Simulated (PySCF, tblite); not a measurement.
Compound: C₆H₇N₂O (doublet state).
Geometry (GFN2-xTB, Å), atoms numbered from 1 in this order:
```
atom  x, y, z in Å
C1     3.3796    0.1200   -0.7027
N2     2.5320    0.0492    0.2268
C3     1.2118    0.3365    0.0536
C4     0.2888    0.1545   -0.9497
C5    -0.8800    0.6785   -0.1479
C6    -1.7971   -0.3397    0.3069
N7    -3.1224   -0.1021    0.5128
C8     0.2355    0.8884    0.9768
O9     0.1467    1.2385    2.1266
H10    3.1660    0.5005   -1.7050
H11    4.3903   -0.1997   -0.4962
H12    0.2922   -0.4175   -1.8581
H13   -1.3644    1.5895   -0.4965
H14   -1.4450   -1.3430    0.4750
H15   -3.4068    0.8643    0.5675
H16   -3.6348   -0.7413    1.0988
```

Jobs on this species (16 atoms, 65 electrons) with PySCF (density fitting) and tblite. Hardware of each: one thread of an Intel Xeon at 2.50 GHz (shared host). The host was shared with other jobs, so the times are rough.

```json
{"level and settings": "GFN2-xTB", "work": "Hessian by finite differences", "basis functions": "–", "SCF cycles": "–", "wall time": "?"}
{"level and settings": "GFN2-xTB", "work": "L-BFGS relaxation", "basis functions": "–", "SCF cycles": "–", "wall time": "2.7 s"}
{"level and settings": "UKS B3LYP, pcH-1 on C H N O, non-relativistic, mean-field spin-orbit, GIAO", "work": "unrestricted SCF, g, hyperfine, density and orbital grids written", "basis functions": "295", "SCF cycles": "18", "wall time": "3.2 min"}
```

Q: Fill in the missing figures.

A: 
- GFN2-xTB; Hessian by finite differences: 1.7 s

Q: What do all jobs in the table cost together?

A: About 3.3 min; the longest takes about 98 % of that, and about 110 times as long as the shortest.
